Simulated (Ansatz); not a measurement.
Ansatz (a program for electronic structure) input for C₄H₁₂Si₂, SMILES [SiH2](/C=C/[SiH3])CC, B3LYP-D3(BJ)/def2-SVP. 

Ansatz 0.2 input:
```yaml
crystal:
  periodic: [false, false, false]
  atoms:
    - {symbol: C, position_ang: [-2.82941752, 0.14922878, -1.00077195]}
    - {symbol: C, position_ang: [-2.35558174, -1.03583356, -0.16623738]}
    - {symbol: Si, position_ang: [-1.11848145, -0.54467975, 1.20140919]}
    - {symbol: C, position_ang: [0.31373950, 0.40111961, 0.42198884]}
    - {symbol: C, position_ang: [1.49135745, -0.12194877, 0.08383647]}
    - {symbol: Si, position_ang: [2.90612087, 0.80465497, -0.73992853]}
    - {symbol: H, position_ang: [-3.54595506, -0.16843340, -1.75748221]}
    - {symbol: H, position_ang: [-3.31031194, 0.89540023, -0.37157798]}
    - {symbol: H, position_ang: [-1.98944072, 0.62091856, -1.50677515]}
    - {symbol: H, position_ang: [-1.89694783, -1.77323576, -0.82824244]}
    - {symbol: H, position_ang: [-3.22161990, -1.52365524, 0.28465365]}
    - {symbol: H, position_ang: [-0.62442745, -1.76151920, 1.85788734]}
    - {symbol: H, position_ang: [-1.78702330, 0.32189967, 2.18251739]}
    - {symbol: H, position_ang: [0.15237046, 1.45459717, 0.21697347]}
    - {symbol: H, position_ang: [1.65531721, -1.17418908, 0.29320325]}
    - {symbol: H, position_ang: [3.12260348, 0.25937807, -2.08431404]}
    - {symbol: H, position_ang: [4.12558646, 0.62663531, 0.05341207]}
    - {symbol: H, position_ang: [2.57231047, 2.22715425, -0.83388044]}
basis:
  gaussian:
    orbitals: def2-SVP
hamiltonian:
  xc: b3lyp
  dispersion: d3bj
relax: {f_tol: 0.002, max_steps: 200}
```

Log of the run:

```
WARN ansatz: RAYON_NUM_THREADS=2 ignored (pool sized by the plan → 2); use --threads N
Functional definition: B3LYP
integrals: 0.15 GiB planned
1661 factors; integrals over basis functions are off by at most 6.1e-4 eV
mean field: 0.95 GiB planned
mean field evaluation 1: about -20080.6608 eV, gradient 6.5e1 eV
mean field evaluation 2: about -20073.3051 eV, gradient 8.2e1 eV
mean field evaluation 4: about -20091.5784 eV, gradient 3.2e0 eV
mean field evaluation 8: about -20091.6155 eV, gradient 2.7e-1 eV
mean field evaluation 16: about -20091.6157 eV, gradient 1.1e-5 eV
mean field -20091.61571927 eV, -738.3532590969 hartree, gradient 1.1e-5 eV, S^2 0.000000; 0 other end points of the search recorded, 0 dependent functions left out
the calculation of the forces begins
reference -20091.61605567 eV, -738.3532714595 hartree; 32, 32 occupied and 120, 120 virtual orbitals, 1661 factors
relax step   1: F+E_penalty+E_count = -20092.37345841 eV  Δ(F+E_penalty+E_count) = +0.000e0 eV  max|allowed force component| = 8.305e-1 eV/Å  Δτ_max = 0.0000 Å  (27 SCF iters, accepted)
these checks for a lower state are left out or cut short: starts, cluster_reference, orbital_swaps, neighbouring_geometries, increment
integrals: 0.15 GiB planned
1661 factors; integrals over basis functions are off by at most 6.6e-4 eV
mean field: 0.95 GiB planned
mean field -20091.69927458 eV, -738.3563296978 hartree, gradient 6.4e-5 eV, S^2 0.000000; 0 other end points of the search recorded, 0 dependent functions left out
the calculation of the forces begins
reference -20091.69961354 eV, -738.3563421544 hartree; 32, 32 occupied and 120, 120 virtual orbitals, 1661 factors
relax step   2: F+E_penalty+E_count = -20092.45207180 eV  Δ(F+E_penalty+E_count) = -7.861e-2 eV  max|allowed force component| = 2.030e-1 eV/Å  Δτ_max = 0.0527 Å  (26 SCF iters, accepted)
these checks for a lower state are left out or cut short: starts, cluster_reference, orbital_swaps, neighbouring_geometries, increment
integrals: 0.15 GiB planned
1661 factors; integrals over basis functions are off by at most 6.7e-4 eV
mean field: 0.95 GiB planned
mean field -20091.70528267 eV, -738.3565504911 hartree, gradient 6.5e-5 eV, S^2 0.000000; 0 other end points of the search recorded, 0 dependent functions left out
the calculation of the forces begins
reference -20091.70562228 eV, -738.3565629714 hartree; 32, 32 occupied and 120, 120 virtual orbitals, 1661 factors
relax step   3: F+E_penalty+E_count = -20092.45771668 eV  Δ(F+E_penalty+E_count) = -5.645e-3 eV  max|allowed force component| = 1.269e-1 eV/Å  Δτ_max = 0.0252 Å  (25 SCF iters, accepted)
these checks for a lower state are left out or cut short: starts, cluster_reference, orbital_swaps, neighbouring_geometries, increment
integrals: 0.15 GiB planned
1661 factors; integrals over basis functions are off by at most 6.7e-4 eV
mean field: 0.95 GiB planned
mean field evaluation 32: about -20091.7072 eV, gradient 6.7e-5 eV
mean field -20091.70721343 eV, -738.3566214452 hartree, gradient 6.7e-5 eV, S^2 0.000000; 0 other end points of the search recorded, 0 dependent functions left out
the calculation of the forces begins
reference -20091.70755311 eV, -738.3566339284 hartree; 32, 32 occupied and 120, 120 virtual orbitals, 1661 factors
relax step   4: F+E_penalty+E_count = -20092.45970311 eV  Δ(F+E_penalty+E_count) = -1.986e-3 eV  max|allowed force component| = 8.940e-2 eV/Å  Δτ_max = 0.0326 Å  (25 SCF iters, accepted)
these checks for a lower state are left out or cut short: starts, cluster_reference, orbital_swaps, neighbouring_geometries, increment
integrals: 0.15 GiB planned
1661 factors; integrals over basis functions are off by at most 6.5e-4 eV
mean field: 0.95 GiB planned
mean field -20091.70913106 eV, -738.3566919169 hartree, gradient 7.2e-5 eV, S^2 0.000000; 0 other end points of the search recorded, 0 dependent functions left out
the calculation of the forces begins
reference -20091.70947092 eV, -738.3567044064 hartree; 32, 32 occupied and 120, 120 virtual orbitals, 1661 factors
relax step   5: F+E_penalty+E_count = -20092.46168932 eV  Δ(F+E_penalty+E_count) = -1.986e-3 eV  max|allowed force component| = 8.552e-2 eV/Å  Δτ_max = 0.0625 Å  (25 SCF iters, accepted)
these checks for a lower state are left out or cut short: starts, cluster_reference, orbital_swaps, neighbouring_geometries, increment
integrals: 0.15 GiB planned
1661 factors; integrals over basis functions are off by at most 6.3e-4 eV
[...]
these checks for a lower state are left out or cut short: starts, cluster_reference, orbital_swaps, neighbouring_geometries, increment
integrals: 0.15 GiB planned
1661 factors; integrals over basis functions are off by at most 4.8e-4 eV
mean field: 0.95 GiB planned
mean field -20091.71839455 eV, -738.3570323440 hartree, gradient 6.7e-5 eV, S^2 0.000000; 0 other end points of the search recorded, 0 dependent functions left out
the calculation of the forces begins
reference -20091.71873371 eV, -738.3570448078 hartree; 32, 32 occupied and 120, 120 virtual orbitals, 1661 factors
relax step  12: F+E_penalty+E_count = -20092.46778845 eV  Δ(F+E_penalty+E_count) = -4.627e-4 eV  max|allowed force component| = 3.290e-2 eV/Å  Δτ_max = 0.0853 Å  (24 SCF iters, accepted)
these checks for a lower state are left out or cut short: starts, cluster_reference, orbital_swaps, neighbouring_geometries, increment
integrals: 0.15 GiB planned
1661 factors; integrals over basis functions are off by at most 4.7e-4 eV
mean field: 0.95 GiB planned
mean field -20091.71861369 eV, -738.3570403972 hartree, gradient 6.6e-5 eV, S^2 0.000000; 0 other end points of the search recorded, 0 dependent functions left out
the calculation of the forces begins
reference -20091.71895283 eV, -738.3570528603 hartree; 32, 32 occupied and 120, 120 virtual orbitals, 1661 factors
relax step  13: F+E_penalty+E_count = -20092.46787114 eV  Δ(F+E_penalty+E_count) = -8.269e-5 eV  max|allowed force component| = 3.732e-2 eV/Å  Δτ_max = 0.0238 Å  (26 SCF iters, accepted)
these checks for a lower state are left out or cut short: starts, cluster_reference, orbital_swaps, neighbouring_geometries, increment
integrals: 0.15 GiB planned
1661 factors; integrals over basis functions are off by at most 4.7e-4 eV
mean field: 0.95 GiB planned
mean field -20091.71878983 eV, -738.3570468700 hartree, gradient 1.1e-5 eV, S^2 0.000000; 0 other end points of the search recorded, 0 dependent functions left out
the calculation of the forces begins
reference -20091.71912889 eV, -738.3570593303 hartree; 32, 32 occupied and 120, 120 virtual orbitals, 1661 factors
relax step  14: F+E_penalty+E_count = -20092.46806698 eV  Δ(F+E_penalty+E_count) = -1.958e-4 eV  max|allowed force component| = 1.669e-2 eV/Å  Δτ_max = 0.0081 Å  (23 SCF iters, accepted)
these checks for a lower state are left out or cut short: starts, cluster_reference, orbital_swaps, neighbouring_geometries, increment
integrals: 0.15 GiB planned
1661 factors; integrals over basis functions are off by at most 4.6e-4 eV
mean field: 0.95 GiB planned
mean field -20091.71891464 eV, -738.3570514568 hartree, gradient 1.3e-5 eV, S^2 0.000000; 0 other end points of the search recorded, 0 dependent functions left out
the calculation of the forces begins
reference -20091.71925366 eV, -738.3570639157 hartree; 32, 32 occupied and 120, 120 virtual orbitals, 1661 factors
relax step  15: F+E_penalty+E_count = -20092.46813107 eV  Δ(F+E_penalty+E_count) = -6.409e-5 eV  max|allowed force component| = 1.101e-2 eV/Å  Δτ_max = 0.0167 Å  (24 SCF iters, accepted)
these checks for a lower state are left out or cut short: starts, cluster_reference, orbital_swaps, neighbouring_geometries, increment
integrals: 0.15 GiB planned
1661 factors; integrals over basis functions are off by at most 4.5e-4 eV
mean field: 0.95 GiB planned
mean field evaluation 96: about -20091.7190 eV, gradient 1.2e-3 eV
mean field -20091.71900955 eV, -738.3570549449 hartree, gradient 2.6e-5 eV, S^2 0.000000; 0 other end points of the search recorded, 0 dependent functions left out
the calculation of the forces begins
reference -20091.71934860 eV, -738.3570674046 hartree; 32, 32 occupied and 120, 120 virtual orbitals, 1661 factors
relax step  16: F+E_penalty+E_count = -20092.46815780 eV  Δ(F+E_penalty+E_count) = -2.673e-5 eV  max|allowed force component| = 7.082e-3 eV/Å  Δτ_max = 0.0183 Å  (22 SCF iters, accepted)
these checks for a lower state are left out or cut short: starts, cluster_reference, orbital_swaps, neighbouring_geometries, increment
integrals: 0.15 GiB planned
1661 factors; integrals over basis functions are off by at most 4.4e-4 eV
mean field: 0.95 GiB planned
mean field -20091.71904676 eV, -738.3570563122 hartree, gradient 1.8e-5 eV, S^2 0.000000; 0 other end points of the search recorded, 0 dependent functions left out
the calculation of the forces begins
reference -20091.71938583 eV, -738.3570687725 hartree; 32, 32 occupied and 120, 120 virtual orbitals, 1661 factors
relax step  17: F+E_penalty+E_count = -20092.46816231 eV  Δ(F+E_penalty+E_count) = -4.504e-6 eV  max|allowed force component| = 2.418e-3 eV/Å  Δτ_max = 0.0074 Å  (22 SCF iters, accepted)
these checks for a lower state are left out or cut short: starts, cluster_reference, orbital_swaps, neighbouring_geometries, increment
integrals: 0.15 GiB planned
1661 factors; integrals over basis functions are off by at most 4.4e-4 eV
mean field: 0.95 GiB planned
mean field -20091.71903355 eV, -738.3570558266 hartree, gradient 1.1e-5 eV, S^2 0.000000; 0 other end points of the search recorded, 0 dependent functions left out
the calculation of the forces begins
reference -20091.71937261 eV, -738.3570682869 hartree; 32, 32 occupied and 120, 120 virtual orbitals, 1661 factors
relax step  18: F+E_penalty+E_count = -20092.46816322 eV  Δ(F+E_penalty+E_count) = -9.108e-7 eV  max|allowed force component| = 9.971e-4 eV/Å  Δτ_max = 0.0013 Å  (19 SCF iters, accepted)
integrals: 0.15 GiB planned
1661 factors; integrals over basis functions are off by at most 4.4e-4 eV
mean field: 0.95 GiB planned
mean field -20091.71903355 eV, -738.3570558266 hartree, gradient 1.1e-5 eV, S^2 0.000000; 1 other end points of the search recorded, 0 dependent functions left out
the calculation of the forces begins
reference -20091.71937261 eV, -738.3570682869 hartree; 32, 32 occupied and 120, 120 virtual orbitals, 1661 factors
Total energy: -20092.46850228 eV, -738.3845982945 hartree
Atom 0 at    -3.019268     0.226719    -0.904826 Å, force    -0.000126     0.000997    -0.000626 eV/Å
Atom 1 at    -2.418147    -1.005260    -0.215132 Å, force     0.000175    -0.000452     0.000718 eV/Å
Atom 2 at    -1.078348    -0.604106     1.061615 Å, force     0.000186    -0.000202     0.000029 eV/Å
Atom 3 at     0.345419     0.334948     0.270532 Å, force    -0.000556     0.000359     0.000313 eV/Å
Atom 4 at     1.599675    -0.143314     0.149479 Å, force     0.000501    -0.000374    -0.000211 eV/Å
Atom 5 at     3.010823     0.783690    -0.669305 Å, force     0.000002     0.000727    -0.000345 eV/Å
Atom 6 at    -3.806134    -0.052298    -1.624357 Å, force    -0.000053    -0.000169    -0.000205 eV/Å
Atom 7 at    -3.471743     0.918763    -0.175379 Å, force    -0.000153     0.000001     0.000332 eV/Å
Atom 8 at    -2.254105     0.792218    -1.461444 Å, force     0.000113    -0.000109     0.000100 eV/Å
Atom 9 at    -1.977309    -1.688226    -0.962678 Å, force     0.000133    -0.000295    -0.000281 eV/Å
Atom 10 at    -3.207838    -1.583875     0.296694 Å, force    -0.000169    -0.000014    -0.000018 eV/Å
Atom 11 at    -0.533574    -1.860478     1.658568 Å, force     0.000018     0.000039     0.000016 eV/Å
Atom 12 at    -1.680216     0.232356     2.146881 Å, force    -0.000014    -0.000021    -0.000032 eV/Å
Atom 13 at     0.134892     1.336331    -0.135086 Å, force     0.000268     0.000240    -0.000197 eV/Å
Atom 14 at     1.816041    -1.142546     0.557046 Å, force    -0.000217    -0.000330     0.000238 eV/Å
Atom 15 at     3.551887     0.009331    -1.827093 Å, force     0.000054    -0.000061     0.000182 eV/Å
Atom 16 at     4.134949     0.997821     0.291259 Å, force    -0.000180    -0.000039    -0.000184 eV/Å
Atom 17 at     2.513195     2.105416    -1.150103 Å, force     0.000017    -0.000298     0.000172 eV/Å
Dipole moment:    -0.151019    -0.050232    -0.090466 e Å
```

Self-consistency was reached.

Cost: around 4 core-minutes (rough).
